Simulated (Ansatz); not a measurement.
The molecule AuCl, closed-shell singlet (the spin of the measured ground state). No spin–orbit coupling.

```json
[
 {"level": "PBE/def2-TZVPP", "bond energy D_e (kcal/mol)": "69.79"},
 {"level": "r2SCAN/def2-TZVPP", "bond energy D_e (kcal/mol)": "69.43"},
 {"level": "B97M-V/def2-TZVPP", "bond energy D_e (kcal/mol)": "68.72"},
 {"level": "B3LYP/def2-TZVPP", "bond energy D_e (kcal/mol)": "61.79"},
 {"level": "PBE0/def2-TZVPP", "bond energy D_e (kcal/mol)": "65.75"},
 {"level": "BHLYP/def2-TZVPP", "bond energy D_e (kcal/mol)": "57.57"},
 {"level": "CAM-B3LYP/def2-TZVPP", "bond energy D_e (kcal/mol)": "62.83"},
 {"level": "wB97X-V/def2-TZVPP", "bond energy D_e (kcal/mol)": "67.38"},
 {"level": "wB97M-V/def2-TZVPP", "bond energy D_e (kcal/mol)": "67.85"},
 {"level": "CCSD/def2-TZVPP", "bond energy D_e (kcal/mol)": "60.04"},
 {"level": "CCSD/def2-QZVPP", "bond energy D_e (kcal/mol)": "63.60"},
 {"level": "CCSD(T)/def2-TZVPP", "bond energy D_e (kcal/mol)": "63.64"},
 {"level": "CCSD(T)/def2-QZVPP", "bond energy D_e (kcal/mol)": "67.56"},
 {"level": "CCSD(T)/CBS(def2-TZVPP, def2-QZVPP)", "bond energy D_e (kcal/mol)": "69.76"}
]
```

The rows run from 57.57 (BHLYP/def2-TZVPP) to 69.79 kcal/mol (PBE/def2-TZVPP). From def2-TZVPP to def2-QZVPP CCSD(T) changes by 3.92. The 9 functionals in def2-TZVPP without D3 or D4 span 12.22, from BHLYP to PBE.

D_e counts from the fitted minimum to each atom's lowest state at the same level, without counterpoise. The singlet is restricted.

Correlated levels freeze the inner cores; with def2 sets outer-core shells near the valence are correlated too. CBS(a, b) extrapolates the correlation energy as X⁻³ and adds the Hartree–Fock energy of set b.

Run with Ansatz (Gaussian orbitals). Each number belongs to the level named beside it. In def2 rows elements past Kr take small-core potentials, without spin–orbit coupling.

Ansatz is a quantum-chemistry and plane-wave program.
